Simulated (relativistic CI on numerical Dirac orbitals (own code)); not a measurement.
Sensitivity of the levels of W⁺ to α and to the nuclear radius

Calculated at this level of theory: Dirac-Coulomb-Breit CI, KLI orbitals optimised for each configuration, valence Slater integrals scaled by 0.85, P86 correlation energy added to each configuration, derivatives by finite differences, QED left out (own radial code, finite nucleus).

CI space (outside the closed core [Xe] 4f14): 5d⁴6s, 5d⁵, 5d³6s6p, 5d⁴6p, 5d³6s², 5d²6s²6p, 5d⁴6d, 5d⁴7s. Levels of other configurations are missing.

With x = (α/α₀)² − 1 an excitation energy changes as ω = ω₀ + qx; K = 2q/ω₀ is the relative enhancement. Terms are leading LS components, so labels can repeat. The field-shift factor is F = δν/δ⟨r²⟩ for the transition from the lowest level.

Lowest level 5d⁴6s ⁶D1/2.

| Level | ω₀ (cm⁻¹) | q (cm⁻¹) | K | F (GHz/fm²) |
| --- | --- | --- | --- | --- |
| 5d⁴6s ⁶D3/2 | 1098.0 | 1448 | 2.64 | 0.272 |
| 5d⁴6s ⁶D5/2 | 2446.4 | 2871 | 2.35 | 0.48 |
| 5d⁴6s ⁶D7/2 | 3854.1 | 3894 | 2.02 | 0.799 |
| 5d⁵ ⁶S5/2 | 5090.1 | 27470 | 10.8 | -36 |
| 5d⁴6s ⁶D9/2 | 5275.8 | 4680 | 1.77 | 1.03 |
| 5d⁴6s ⁴P1/2 | 9070.5 | 789.3 | 0.174 | 2.33 |
| 5d⁴6s ⁴P3/2 | 10237.5 | 1176 | 0.23 | 2.43 |
| 5d³6s² ⁴F3/2 | 12123.8 | -10210 | -1.68 | 17.5 |
| 5d⁴6s ⁴P5/2 | 12308.6 | 6039 | 0.981 | -2.96 |
| 5d⁴6s ⁴F5/2 | 13774.8 | -3817 | -0.554 | 11.5 |
| 5d⁴6s ⁴F7/2 | 14499.0 | 714.8 | 0.0986 | 3.13 |
| 5d⁴6s ⁴D1/2 | 14544.0 | 9971 | 1.37 | -12.3 |
| 5d⁴6s ⁴G5/2 | 15350.9 | 9924 | 1.29 | -12.4 |
| 5d⁴6s ⁴G9/2 | 15452.4 | 3294 | 0.426 | -0.547 |
| 5d⁴6s ⁴D3/2 | 15505.6 | 10190 | 1.31 | -10.8 |
| 5d⁴6s ⁴H7/2 | 16027.1 | 6340 | 0.791 | -4.59 |
| 5d⁴6s ⁴D5/2 | 16328.9 | 11140 | 1.36 | -11.1 |
| 5d⁴6s ⁴H7/2 | 16985.0 | 6710 | 0.79 | -6.44 |
| 5d⁴6s ⁴F9/2 | 17132.9 | 5162 | 0.603 | 0.145 |
| 5d⁴6s ⁴G11/2 | 17175.5 | 10770 | 1.25 | -10.3 |
| 5d⁴6s ⁴D7/2 | 18069.7 | 11850 | 1.31 | -10 |
| 5d⁴6s ⁴H9/2 | 18857.9 | 9984 | 1.06 | -8.49 |
| 5d⁴6s ⁴H13/2 | 19589.9 | 5291 | 0.54 | -0.94 |

For a near-neutral ion this model can misplace configurations by up to about 10,000 cm⁻¹ (more where the count of f electrons changes) and terms by 10 to 25 % of their spread. Rates follow the energies as ν³ (E1, M1) or ν⁵ (E2), so they and the lifetimes can be off by large factors. The fine structure of a lone outer electron comes out too small, for d and f at times inverted, and misplaced configurations move strength between like terms.
